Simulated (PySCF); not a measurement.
C6H5, charge +1, multiplicity 1. Atoms are numbered in the order given.

```xyz
11

C      0.0000     0.0000     1.1976
C      0.0000     1.2745     0.8205
C      0.0000     1.2165    -0.6146
C      0.0000     0.0000    -1.3008
C      0.0000    -1.2165    -0.6146
C      0.0000    -1.2745     0.8205
H      0.0000     2.2006     1.3989
H      0.0000     2.1837    -1.1288
H      0.0000     0.0000    -2.3924
H      0.0000    -2.1837    -1.1288
H      0.0000    -2.2006     1.3989
```
Charge +1, spin multiplicity 1.

Geometry optimised at B3LYP-D3(BJ)/def2-SVP. The spin state was assumed, not searched. The isomer is the one that the SMILES or the coordinates give; other isomers of the formula were not compared.

Computed with PBE/pcSseg-1 in PySCF.

GIAO shieldings, no solvent; atoms alike by connectivity are averaged. δ = σ(ref) − σ: ¹³C against TMS (σ = 182.0 ppm); ¹H against TMS (σ = 31.49 ppm), references at their B3LYP-D3(BJ)/def2-TZVP geometries, non-relativistic.

Task: Estimate the chemical shifts. (Estimate from the structure and the level; the computed values follow.)

Result: 
| nucleus | atoms | count | δ (ppm) |
|---|---|---|---|
| ¹³C | C1 | 1 | 316.8 |
| ¹³C | C3, C5 | 2 | 168.3 |
| ¹³C | C4 | 1 | 141.6 |
| ¹³C | C2, C6 | 2 | 104.6 |
| ¹H | H8, H10 | 2 | 8.77 |
| ¹H | H9 | 1 | 8.44 |
| ¹H | H7, H11 | 2 | 8.34 |
